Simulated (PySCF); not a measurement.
**Excitation energy of Bi⁺ by level of theory**

Bi⁺ [Xe] 4f14 5d10 6s2 6p2 (3P) → Bi⁺ [Xe] 4f14 5d10 6s2 6p1 7s1 (3P), as a difference of total energies. All numbers are calculated (PySCF 2.14, scalar relativity by spin-free X2C-1e, in x2c-TZVPPall with one added diffuse shell each of s, p, d, f type (12s8p7d4f, 99 functions)). Correlated levels: valence: [Xe] 4f14 5d10 frozen. The calculations carry no spin-orbit coupling.

| method | excitation energy (eV) |
| --- | --- |
| UHF | 7.578 |
| MP2 (valence) | 7.592 |
| SCS-MP2 (valence) | 7.600 |
| CCSD (valence) | 7.590 |
| CCSD(T) (valence) | 7.586 |

Spin-orbit coupling is strong in these open shells (close to jj coupling). The scalar numbers leave it out and a first-order estimate fails, so it can dominate the gap to the real levels.

The promoted electron is Rydberg-like, and one or two diffuse shells describe it only roughly, which tends to raise the upper state.
